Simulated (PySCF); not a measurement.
W(S)2(F)(OH) (FHOS2W), SMILES [OH][W]([F])(=[S])=[S], multiplicity 1. Atoms are numbered in the order given.

```xyz
6

W     -0.0135     0.1786     0.0000
S      0.0149    -1.0915     1.7211
S      0.0149    -1.0915    -1.7211
F     -1.5784     1.2004     0.0000
O      1.5303     1.2254     0.0000
H      2.4884     1.1056     0.0000
```

Geometry: B3LYP-D3(BJ)/def2-SVP. The geometry has at least one imaginary mode, so it is a saddle point at that level. The multiplicity is an assumed one; other spin states were not compared. The def2 effective core potentials stand for the cores of W; spin–orbit coupling is left out. Other conformers were not sampled.

These are PBE/def2-TZVP (PySCF) values and carry that method's errors.

**Question.** Estimate the frontier levels, gap, dipole moment and polarisability. (An estimate is asked for; the answer gives what the named calculation found.)

**Answer.** 
```json
{
  "highest_occupied_level": "-6.30 eV",
  "lowest_empty_level": "-3.64 eV",
  "orbital_gap": "2.65 eV",
  "dipole_moment": "2.84 D",
  "quadrupole, principal values (traceless, Buckingham form, about the centre of nuclear charge)": "-4.97, -4.66, 9.63 D·Å",
  "mean_static_polarisability": "83.5 bohr³ (12.38 Å³)",
  "polarisability_principal_values": "64.4, 76.7, 109.6 bohr³"
}
```
